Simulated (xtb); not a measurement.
xtb input (GFN2-xTB):

```bash
xtb mol.xyz --gfn 2 --sp --chrg 1 --uhf 0
```
mol.xyz:
```
3

Ga     0.84161737     0.39348325     0.27558982
I     -0.57027994     1.57854338    -1.50881812
I      0.07801318    -1.80869395     1.34762407
```

End of the output:

```
         :::::::::::::::::::::::::::::::::::::::::::::::::::::
         ::                     SUMMARY                     ::
         :::::::::::::::::::::::::::::::::::::::::::::::::::::
         :: total energy              -8.432595122587 Eh    ::
         :: gradient norm              0.022700876875 Eh/a0 ::
         :: HOMO-LUMO gap              1.217900291733 eV    ::
         ::.................................................::
         :: SCC energy                -8.441585728678 Eh    ::
         :: -> isotropic ES            0.125677767213 Eh    ::
         :: -> anisotropic ES          0.004565882742 Eh    ::
         :: -> anisotropic XC         -0.000813917141 Eh    ::
         :: -> dispersion             -0.002615042988 Eh    ::
         :: repulsion energy           0.008990606091 Eh    ::
         :: add. restraining           0.000000000000 Eh    ::
         :: total charge               1.000000000001 e     ::
         :::::::::::::::::::::::::::::::::::::::::::::::::::::

           -------------------------------------------------
          |                Property Printout                |
           -------------------------------------------------

    * Orbital Energies and Occupations

         #    Occupation            Energy/Eh            Energy/eV
      -------------------------------------------------------------
         1        2.0000           -0.9768108             -26.5804
         2        2.0000           -0.9737202             -26.4963
         3        2.0000           -0.7999910             -21.7689
         4        2.0000           -0.6808872             -18.5279
         5        2.0000           -0.6634858             -18.0544
         6        2.0000           -0.6588247             -17.9275
         7        2.0000           -0.6583005             -17.9133
         8        2.0000           -0.6527088             -17.7611 (HOMO)
         9                         -0.6079518             -16.5432 (LUMO)
        10                         -0.4214366             -11.4679
        11                         -0.3688699             -10.0375
Note: The following floating-point exceptions are signalling: IEEE_DENORMAL
normal termination of xtb
        12                         -0.3297628              -8.9733
        13                         -0.2627756              -7.1505
        14                         -0.2583661              -7.0305
        15                         -0.2571421              -6.9972
        16                         -0.2470732              -6.7232
        17                         -0.2308796              -6.2826
        18                         -0.2296805              -6.2499
        19                         -0.2225879              -6.0569
       ...                                ...                  ...
        27                          1.8213425              49.5613
      -------------------------------------------------------------
                  HL-Gap            0.0447570 Eh            1.2179 eV
             Fermi-level           -0.6303283 Eh          -17.1521 eV

     #   Z          covCN         q      C6AA      α(0)
     1  31 Ga       1.701     0.541   207.007    32.383
     2  53 I        0.852     0.229   355.375    32.543
     3  53 I        0.852     0.229   355.375    32.543

 Mol. C6AA /au·bohr⁶  :       2685.900703
 Mol. C8AA /au·bohr⁸  :     261282.213930
 Mol. α(0) /au        :         97.468947

Wiberg/Mayer (AO) data.
largest (>0.10) Wiberg bond orders for each atom

 ---------------------------------------------------------------------------
     #   Z sym  total        # sym  WBO       # sym  WBO       # sym  WBO
 ---------------------------------------------------------------------------
     1  31 Ga   2.328 --     3 I    1.164     2 I    1.164
     2  53 I    1.594 --     1 Ga   1.164     3 I    0.431
     3  53 I    1.594 --     1 Ga   1.164     2 I    0.431
 ---------------------------------------------------------------------------

Topologies differ in total number of bonds
Writing topology from bond orders to xtbtopo.mol

molecular dipole:
                 x           y           z       tot (Debye)
 q only:        0.647       0.302       0.212
   full:        2.033       0.951       0.666       5.950
molecular quadrupole (traceless):
                xx          xy          yy          xz          yz          zz
 q only:       -2.621      -0.320       2.452       1.859      -5.610       0.170
  q+dip:        3.818       2.750      -1.864       1.427       2.217      -1.954
   full:        5.042       3.091      -2.865       0.906       4.337      -2.177

           -------------------------------------------------
          | TOTAL ENERGY               -8.432595122587 Eh   |
          | GRADIENT NORM               0.022700876875 Eh/α |
          | HOMO-LUMO GAP               1.217900291733 eV   |
           -------------------------------------------------

------------------------------------------------------------------------
------------------------------------------------------------------------
 total:
 SCF:
```

This state (charge 1, singlet) is run at the relaxed geometry of the species with charge 0 and multiplicity 2.
